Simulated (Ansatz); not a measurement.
A nudged elastic band was laid between two geometries of FGeH3 + FH (7 atoms, charge 0, multiplicity 1).

Computed with RHF/def2-SVP (Ansatz).

```
movable images  : 7
climbing image  : yes
spring          : 5.0 eV/Å²
optimiser       : quadratic models (default)
start path      : through a guess of the saddle point
force threshold : 0.05 eV/Å
iteration limit : 60
end points      : relaxed
```

First end point:

```xyz
7
Properties=species:S:1:pos:R:3
Ge 0.416 -0.193 -0.012
H 0.849 -0.483 1.418
H 1.547 0.359 -0.872
F -0.748 1.115 0.095
H -0.319 -1.348 -0.678
F -2.550 0.020 1.629
H -2.142 0.646 1.110
```

Last end point:

```xyz
7
Properties=species:S:1:pos:R:3
Ge -0.406 0.286 -0.610
H 0.053 -1.028 2.988
H 0.917 0.895 -0.194
F -0.908 1.036 -2.065
H -0.479 -1.215 -0.801
F -1.589 0.738 0.544
H -0.536 -0.596 2.828
```

(1) Which bonds break or form, and what moves?

(2) Give the energies along the band, and the barrier.

(3) What is the geometry of the highest image?

The band took 35 iterations and of the order of 2.4 core-minutes.

Answers

(1) Bonds broken: Ge1–H2, F6–H7. Bonds formed: Ge1–F6, H2–H7. FGeH3 + FH becomes F2GeH2 + H2.

(2) It converged. The highest image is number 4 of 0 to 8, 2.50 eV above the first end and 2.62 eV above the last; the last end lies 0.12 eV below the first. Neighbouring images differ by up to 1.8 eV, so the band resolves the path poorly. A vibrational analysis at the climbing image gives one clearly imaginary mode, 1611i cm⁻¹: a first-order saddle point. The orbitals stay closed-shell, which can raise the energy where a bond breaks towards radicals; this wasn't checked here.

```json
{"image": "0", "path coordinate (Å)": "0.00", "energy (eV)": "0.00", "Ge1–H2 (Å)": "1.52", "F6–H7 (Å)": "0.91", "Ge1–F6 (Å)": "3.40"}
{"image": "1", "path coordinate (Å)": "1.04", "energy (eV)": "0.02", "Ge1–H2 (Å)": "1.52", "F6–H7 (Å)": "0.91", "Ge1–F6 (Å)": "3.52"}
{"image": "2", "path coordinate (Å)": "2.08", "energy (eV)": "0.36", "Ge1–H2 (Å)": "1.53", "F6–H7 (Å)": "0.90", "Ge1–F6 (Å)": "3.46"}
{"image": "3", "path coordinate (Å)": "3.12", "energy (eV)": "0.86", "Ge1–H2 (Å)": "1.55", "F6–H7 (Å)": "0.91", "Ge1–F6 (Å)": "2.81"}
{"image": "4", "path coordinate (Å)": "4.16", "energy (eV)": "2.50", "Ge1–H2 (Å)": "1.83", "F6–H7 (Å)": "1.10", "Ge1–F6 (Å)": "1.99"}
{"image": "5", "path coordinate (Å)": "4.81", "energy (eV)": "0.72", "Ge1–H2 (Å)": "2.21", "F6–H7 (Å)": "1.69", "Ge1–F6 (Å)": "1.76"}
{"image": "6", "path coordinate (Å)": "5.46", "energy (eV)": "0.01", "Ge1–H2 (Å)": "2.74", "F6–H7 (Å)": "2.18", "Ge1–F6 (Å)": "1.72"}
{"image": "7", "path coordinate (Å)": "6.11", "energy (eV)": "-0.11", "Ge1–H2 (Å)": "3.30", "F6–H7 (Å)": "2.67", "Ge1–F6 (Å)": "1.71"}
{"image": "8", "path coordinate (Å)": "6.76", "energy (eV)": "-0.12", "Ge1–H2 (Å)": "3.86", "F6–H7 (Å)": "2.85", "Ge1–F6 (Å)": "1.71"}
```

(3) 
```xyz
7
Properties=species:S:1:pos:R:3:forces:R:3
Ge -0.215 0.033 -0.083 0.00 0.00 0.00
H -0.028 -0.851 1.503 0.00 0.00 0.00
H 1.182 0.607 0.028 0.00 0.00 0.00
F -1.018 1.217 -1.058 0.00 0.00 0.00
H -0.557 -1.255 -0.804 0.00 0.00 0.00
F -1.484 0.578 1.354 0.00 0.00 0.00
H -0.827 -0.213 1.750 0.00 0.00 0.00
```

Time of the run: 2.4 min on 1 thread of AMD EPYC 9R45 96-Core Processor (Zen 5), on a shared host, peak memory 0.17 GiB.
